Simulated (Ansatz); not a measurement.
Compare A (`C=[C](Cl)[AlH][CH3]`) with its isomer B (`C/C(Cl)=[CH]\[AlH2]`).

Gas-phase electronic energies from Ansatz, PBE0-D4/def2-TZVP geometries. CBS: MP2 limit from def2 TZ/QZ plus the TZ coupled-cluster correction, frozen cores. DFT in def2-TZVPP. B3LYP here is the variant with VWN-RPA as its local correlation; programs differ in this. Each species was taken in one conformer, which may not be the lowest.

Which isomer does CCSD(T)/CBS put lower? Give the gap. (Estimate.)

Ansatz gave: A, by 5.9 kcal/mol.

Give E(B) − E(A) in kcal/mol with B2PLYP, HF/def2-TZVPP, CCSD/def2-TZVPP, B3LYP, PBE0-D4, MP2/def2-TZVPP, CCSD(T)/def2-TZVPP. (Estimate.)

The calculation gave: B2PLYP 5.6, HF/def2-TZVPP 5.3, CCSD/def2-TZVPP 5.7, B3LYP 6.0, PBE0-D4 4.7, MP2/def2-TZVPP 4.8, CCSD(T)/def2-TZVPP 5.5. None reverses the order clearly.

Largest T1 diagnostic: 0.011.
